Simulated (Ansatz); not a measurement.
Cost and result for the atomization energy of C2H8GeSi, SMILES `[SiH3]/C=[CH]/[GeH3]` (12 atoms, 11 bonds).

Cartesian coordinates in Å:
```
Si -1.8575 0.7117 -1.2079
C -0.6037 0.3105 0.1109
C 0.5581 -0.2938 -0.1453
Ge 1.8740 -0.7178 1.2205
H -1.3365 0.2510 -2.5217
H -3.1542 0.0380 -0.9247
H -2.1143 2.1768 -1.2625
H -0.8338 0.5843 1.1417
H 0.7943 -0.5700 -1.1729
H 1.3324 -0.2424 2.5784
H 3.2088 -0.0142 0.9179
H 2.1325 -2.2342 1.2656
```

Charge 0, multiplicity 1. Correlated methods include outer-core shells of Ge, which these sets cover unevenly. Scalar relativity is left out up to krypton. All single points use the PBE0-D4/def2-TZVP geometry. Program: Ansatz. All runs use 4 threads of an Intel Xeon Platinum 8559C on a shared host. Times are those of one run each, without the atoms' runs, and a repeat can differ threefold. Electronic energies, without spin–orbit coupling; frozen cores. CCSD(T)/CBS adds CCSD(T) − MP2 in def2-TZVPP to the MP2 limit, and its time is that of the two runs behind it. T1 = 0.012. With those shells the extrapolation isn't a true limit.

CCSD(T)/CBS is a level of theory with its own doubt, some kJ/mol a heavy atom from the limit and from the frozen cores, so smaller differences don't rank the functionals.

```tsv
level	functions	wall time	atomization (kcal/mol)	difference from CCSD(T)/CBS	per bond
LDA (SPW92)/def2-TZVPP	264	1.1 s	1066.9	111.6	10.1
revPBE-D4/def2-TZVPP	264	1.4 s	938.6	-16.7	-1.5
PBE-D4/def2-TZVPP (with forces)	264	2 s	955.3	0.0	0.0
PBE0-D4/def2-TZVPP	264	2.6 s	948.3	-7.0	-0.6
CAM-B3LYP-D4/def2-TZVPP	264	2.7 s	955.7	0.4	0.0
r2SCAN-D4/def2-TZVPP (with forces)	264	3.2 s	953.8	-1.5	-0.1
r2SCANh-D4/def2-TZVPP	264	3.5 s	950.3	-5.0	-0.5
CCSD(T)/def2-SVP	118	3.8 s	905.5	-49.8	-4.5
PBE-QIDH/def2-TZVPP	264	4.3 s	946.2	-9.1	-0.8
ωB97X-V/def2-TZVPP	264	5.5 s	957.5	2.2	0.2
MP2/def2-QZVPP	513	20 s	946.0	-9.3	-0.8
CCSD(T)/def2-TZVPP	264	87 s	936.0	-19.3	-1.8
CCSD(T)/CBS(def2)	–	110 s	955.3	0.0	0.0
```

The D4 term adds +9.4 kcal/mol with B3LYP and +5.0 kcal/mol with PBE0; it sums over pairs of atoms, weighted by their polarisabilities, and B3LYP, whose exchange is more repulsive, gets the larger term. From PBE to PBE0 (25 % exact exchange), in def2-TZVPP and without D4, the atomization energy moves by −6.1 kcal/mol: exact exchange takes away binding that semilocal exchange gives to molecules. In def2-TZVPP, CCSD(T) changes the Hartree–Fock value by +218.4 kcal/mol (the triples alone add +11.3 kcal/mol) and MP2 by +217.0 kcal/mol; breaking electron pairs costs correlation energy, which Hartree–Fock lacks.

B3LYP here is the variant with VWN-RPA as its local correlation; programs differ in this.

For some Ge, Se and Sn compounds the MP2-based and the directly extrapolated limit differ by 10 to 25 kJ/mol.
